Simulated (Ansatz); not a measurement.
Input file for Ansatz (a program for electronic structure): R-PBE/def2-TZVPPD on AlH3 (SMILES [AlH3]) with ghost functions, monomers drawn apart or pushed together. Files ending in .json are basis or fitting sets from the Basis Set Exchange.

Ansatz 0.2 input:
```yaml
crystal:
  periodic: [false, false, false]
  atoms:
    - {symbol: Al, position_ang: [0.15416424, 0.33256906, 0.90957960]}
    - {symbol: H, position_ang: [1.05861000, 1.63455962, 1.00343385]}
    - {symbol: H, position_ang: [-1.37151095, 0.45401939, 1.38497158]}
    - {symbol: H, position_ang: [0.49958353, -0.77486270, -0.17499274]}
basis:
  gaussian:
    orbitals: def2-TZVPPD.json
    ghost_atoms:
      - {symbol: C, position_ang: [0.16596156, -1.28948876, 4.21932105]}
      - {symbol: O, position_ang: [0.87832630, -0.99548046, 3.28067858]}
      - {symbol: H, position_ang: [-0.90253237, -1.03821189, 4.21301448]}
      - {symbol: H, position_ang: [0.59439311, -1.81164746, 5.08263398]}
hamiltonian:
  xc: {name: PBE}
scf: {lower_state_search: off}
```

Output:

```
WARN ansatz: RAYON_NUM_THREADS=1 ignored (pool sized by the plan → 1); use --threads N
Functional definition: PBE
these checks for a lower state are left out or cut short: stability, starts, cluster_reference, orbital_swaps, neighbouring_geometries, increment
integrals: 0.10 GiB planned
920 factors; their error is unknown
mean field: 0.77 GiB planned
mean field evaluation 1: about -6639.7273 eV, gradient 1.7e1 eV
mean field evaluation 2: about -6640.4725 eV, gradient 1.0e1 eV
mean field evaluation 4: about -6640.8640 eV, gradient 1.1e-1 eV
mean field evaluation 8: about -6640.8577 eV, gradient 1.7e-1 eV
mean field evaluation 16: about -6640.8577 eV, gradient 1.8e-6 eV
mean field -6640.85770633 eV, -244.0470193725 hartree, gradient 1.8e-6 eV, S^2 0.000000; 0 other end points of the search recorded, 0 dependent functions left out
reference -6640.85775179 eV, -244.0470210432 hartree; 8, 8 occupied and 202, 202 virtual orbitals, 920 factors
Total energy: -6640.85775179 eV, -244.0470210432 hartree
Checks for a lower state left out: stability, starts, cluster_reference, orbital_swaps, neighbouring_geometries, increment
```

The calculation finished and met its thresholds.

Cost: very roughly 2.0 core-seconds.
